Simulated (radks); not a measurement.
Results of a calculation; reference values are marked as such.
Spherical quantum dot in the effective-mass picture: electrons in a hard-walled sphere of radius 8.37, with a point charge +1 (a donor) at the centre, all in effective atomic units (hartree* = m*/eps^2 hartree, bohr* = eps/m* bohr), one dielectric constant everywhere. Level of theory: non-relativistic Kohn-Sham, LDA (Slater exchange, Perdew-Wang correlation), spin-polarised, spherical densities (a radial shooting solver with Libxc functionals). Levels are named by radial order and angular momentum (1s, 1p, 1d, 2s, ...), and open shells are averaged over m. Each electron was tried in the lowest free levels, single moves between levels near the top were tried too, and the lowest total energy was kept; such a search can miss a lower state. At N = 1 the Hartree and exchange-correlation terms need not cancel, so that row can carry a self-interaction error.

N,open shells,2S,E (hartree*),addition energy mu(N+1) - mu(N) (hartree*),e(HOMO) (hartree*),rms radius (bohr*)
1,"1s(up 1, down 0)",1,-0.478665,0.4534,-0.26877,1.834
2,none,0,-0.503976,0.3262,0.087571,2.795
3,"1p(up 1, down 0)",1,-0.203101,0.1360,0.36675,3.973
4,"1p(up 2, down 0)",2,0.233768,0.1425,0.50775,4.515
5,"1p(up 3, down 0)",3,0.813119,0.1705,0.65110,4.853
6,"1p(up 3, down 0) 2s(up 1, down 0)",4,1.56294,0.1529,0.81963,5.086
7,"1p(up 3, down 1) 2s(up 1, down 0)",3,2.46565,0.1316,0.97066,5.272
8,none,0,3.49993,0.1501,1.1040,5.413
9,"2s(up 1, down 0)",1,4.68434,0.1983,1.2606,5.532
10,"1d(up 1, down 0) 2s(up 1, down 0)",2,6.06708,0.1380,1.4517,5.641
11,"1d(up 2, down 0) 2s(up 1, down 0)",3,7.58786,0.1383,1.5899,5.732
12,"1d(up 3, down 0) 2s(up 1, down 0)",4,9.24697,0.1384,1.7283,5.810
13,"1d(up 4, down 0) 2s(up 1, down 0)",5,11.0445,0.1385,1.8668,5.878
14,"1d(up 5, down 0) 2s(up 1, down 0)",6,12.9805,0.1690,2.0052,5.938
15,"1d(up 5, down 1) 2s(up 1, down 0)",5,15.0856,0.1358,2.1728,5.992
16,"1d(up 5, down 2) 2s(up 1, down 0)",4,17.3264,0.1362,2.3088,6.041
17,"1d(up 5, down 3) 2s(up 1, down 0)",3,19.7034,0.1364,2.4452,6.085
18,"1d(up 5, down 4) 2s(up 1, down 0)",2,22.2168,0.1365,2.5816,6.126
19,"2s(up 1, down 0)",1,24.8667,0.2159,2.7182,6.163
20,"2s(up 1, down 0) 1f(up 1, down 0)",2,27.7325,0.1353,2.9335,6.200
21,"2s(up 1, down 0) 1f(up 2, down 0)",3,30.7336,0.1354,3.0688,6.235
22,"2s(up 1, down 0) 1f(up 3, down 0)",4,33.8701,0.1354,3.2042,6.267
23,"2s(up 1, down 0) 1f(up 4, down 0)",5,37.1420,0.1354,3.3396,6.297
24,"2s(up 1, down 0) 1f(up 5, down 0)",6,40.5493,0.1354,3.4750,6.325
25,"2s(up 1, down 0) 1f(up 6, down 0)",7,44.0920,0.1353,3.6103,6.351
26,"2s(up 1, down 0) 1f(up 7, down 0)",8,47.7700,-,3.7456,6.375

All shells are closed at N = 2, 8 (there: 1s2 1p6); the second difference of the energy has clear peaks (12 % above both neighbours; the first and last values, which can be the largest, are not judged, and half-filled shells can peak too) at N = 9, 14, 19.
